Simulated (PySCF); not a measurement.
## Core-level binding energies of `C[Si](C)(C)P`

Species: C3H11PSi.
Cartesian coordinates in Å at the PBE0-D3(BJ)/def2-SVP level; atoms count from 1:
```
atom  x, y, z in Å
C1    -0.576   -1.216    1.132
Si2    0.008    0.071   -0.111
C3    -0.237    1.800    0.590
C4     1.820   -0.214   -0.530
P5    -1.160   -0.033   -2.063
H6    -1.638   -1.072    1.383
H7     0.007   -1.147    2.065
H8    -0.457   -2.236    0.733
H9    -1.296    1.988    0.828
H10    0.093    2.571   -0.123
H11    0.342    1.924    1.520
H12    2.442   -0.127    0.375
H13    1.979   -1.218   -0.954
H14    2.180    0.525   -1.263
H15   -2.433   -0.109   -1.415
H16   -1.037   -1.454   -2.178
```

Computed, not measured: delta-SCF UKS SCAN, pcX-2 on the ionised atom, pcseg-1 elsewhere, spin-free X2C (PySCF 2.14.0). These are vertical core ionisation energies against the vacuum level, from separate self-consistent calculations with and without the core hole.

Q: List the computed XPS lines with their assignment.

A: 
```csv
atom(s),bonded to,level,binding energy (eV),2p1/2 (eV),count
Si2,3 C and P,Si 2p3/2,106.00,106.62,1
P5,2 H and Si,P 2p3/2,135.81,136.70,1
C1/C3/C4,3 H and Si,C 1s,289.97,–,3
Si2,3 C and P,Si 1s,1845.80,–,1
P5,2 H and Si,P 1s,2149.32,–,1
```

Q: Which photon energy gives electrons from P 1s of P5 a kinetic energy of 20 eV, and what is their de Broglie wavelength?

A: hν = 2149.32 + 20 = 2169.32 eV, recoil neglected; λ = 12.264 Å/√(E/eV) = 2.74 Å.

Topologically equivalent atoms share the value of their first member; where this conformer doesn't relate them by symmetry, their own values could differ. 2p3/2 and 2p1/2 are the ΔSCF energy of one spin-free 2p hole plus the eigenvalues of a spin–orbit and ligand-field matrix of the shell. 2p1/2 minus 2p3/2 (ligand field included): Si 0.62 eV, P 0.89 eV. Isolated species at its PBE0-D3(BJ)/def2-SVP geometry, gas phase.
